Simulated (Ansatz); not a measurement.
`O=Cc1cccs1` + H₂O → `Oc1cccs1` + `C=O` at 600 K and 1 bar (formal hydrolysis of a C–C bond).

Computed with Ansatz on PBE0-D4/def2-TZVP structures; ΔE is electronic, products minus reactants. CCSD(T)/CBS is the MP2 limit (def2-TZVPP, def2-QZVPP) plus CCSD(T) − MP2 in def2-TZVPP, frozen cores. This one scheme is used for every species. One conformer a species, not always the lowest.

```json
{"species": "`O=Cc1cccs1`", "CCSD(T)/CBS energy (Eh)": "-665.59545", "H − E (kJ/mol)": "259.9", "S (J/(mol·K))": "418.9"}
{"species": "H₂O", "CCSD(T)/CBS energy (Eh)": "-76.37941", "H − E (kJ/mol)": "76.8", "S (J/(mol·K))": "212.8"}
{"species": "`Oc1cccs1`", "CCSD(T)/CBS energy (Eh)": "-627.54061", "H − E (kJ/mol)": "240.8", "S (J/(mol·K))": "394.6"}
{"species": "`C=O`", "CCSD(T)/CBS energy (Eh)": "-114.39408", "H − E (kJ/mol)": "92.5", "S (J/(mol·K))": "246.7"}
```

H − E and S are ideal-gas, rigid-rotor, harmonic terms from PBE0-D4/def2-TZVP, for one conformer and one mirror image of each species. 1 Eh = 2625.50 kJ/mol, R = 8.31446 J/(mol·K).

Question: By hand: ΔE, ΔH, ΔS and ΔG.

Answer: ΔE = (-627.54061) + (-114.39408) − (-665.59545) − (-76.37941) = 0.04017 Eh = 105.5 kJ/mol. Δ(H − E) = 240.8 + 92.5 − 259.9 − 76.8 = -3.4, so ΔH = 102.1 kJ/mol. ΔS = 394.6 + 246.7 − 418.9 − 212.8 = 9.6 J/(mol·K). ΔG = 102.1 − 600 × (9.6)/1000 = 96.3 kJ/mol.

Question: By hand: the equilibrium constant, and the temperature at which ΔG would vanish if ΔH and ΔS stayed fixed.

Answer: log₁₀ K = −ΔG/(RT ln 10) = -8.4. ΔG = 0 at ΔH/ΔS = 10635 K, far beyond where these terms or the molecules hold.

The number of gas molecules stays the same, so ΔS is small and ΔH decides. A doubt of 5 kJ/mol in ΔE shifts log₁₀ K by 0.4 here. Other conformers and mirror images would add mixing entropy, several J/(mol·K) or more a flexible species. These are equilibria of isolated gas molecules and say nothing of rates. Largest T1 diagnostic: 0.015 (customary marks: 0.02 for closed shells, 0.045 for open ones).
